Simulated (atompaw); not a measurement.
Scattering properties, PAW (atompaw) potential for P (Z = 15)

* Element: P
* Generator: atompaw 4.2.0.5
* Type: PAW
* Functional: PBE
* Relativity: non-relativistic
* Frozen core: [Ne]
* Valence charge: 5
* Reference configuration: 3s1 3p4
* Partial waves: 3s (bound): rc 1.70 bohr; 3s channel at 3.3 Ry: rc 1.55 bohr; 3p (bound): rc 1.70 bohr; 3p channel at 1.4 Ry: rc 1.70 bohr
* Local potential: bessel scheme, radius 1.40 bohr
* Core correction: smooth core density matched at 1.65 bohr
* Augmentation charge: besselshape compensation charge, radius 1.55 bohr; PAW radius 1.70 bohr; waves and projectors: custom rrkj gramschmidtortho

The phase is arctan(r·u′/u) with u = r·R(r), unwrapped; energies in Ry, scanned from -3 to 5 Ry. A pole is an energy at which the radial function vanishes at the test radius. The pseudo phase is shifted by a multiple of π to meet the all-electron one at the reference energy, and phase errors are pseudo minus all-electron; the curves can meet again beyond the range given. Levels narrower than the energy grid can be missing from the lists of poles.

Task: For each channel, where are the poles, and over which energies does the pseudopotential scatter like the atom?

Result:

```
channel  radius (bohr)  reference energy (Ry)  poles, all-electron  poles, pseudo  unbroken range about the reference energy with phases within 0.05 rad  phase error 1 Ry above the reference energy (rad)
      s           1.70                  -1.07                 3.18           3.18                                                        the whole range                                             -0.000
      p           1.70                  -0.45                 4.18           4.16                                                        the whole range                                             -0.000
```

Phases in the p channel:

```csv
E (Ry),all-electron,pseudo
-3.00,1.137,1.136
-2.76,1.110,1.109
-2.52,1.078,1.078
-2.28,1.041,1.040
-2.04,0.995,0.995
-1.80,0.940,0.940
-1.56,0.871,0.871
-1.32,0.783,0.783
-1.08,0.670,0.670
-0.84,0.522,0.522
-0.60,0.331,0.331
-0.36,0.093,0.093
-0.12,-0.175,-0.175
0.12,-0.440,-0.440
0.36,-0.670,-0.670
0.60,-0.855,-0.855
0.84,-0.997,-0.997
1.08,-1.106,-1.106
1.32,-1.191,-1.191
1.56,-1.258,-1.258
1.80,-1.313,-1.313
2.04,-1.358,-1.358
2.28,-1.395,-1.395
2.52,-1.428,-1.428
2.76,-1.456,-1.456
3.00,-1.480,-1.480
3.24,-1.502,-1.502
3.48,-1.522,-1.522
3.72,-1.540,-1.541
3.96,-1.557,-1.558
4.20,-1.572,-1.573
4.44,-1.587,-1.588
4.68,-1.601,-1.603
4.92,-1.614,-1.616
```
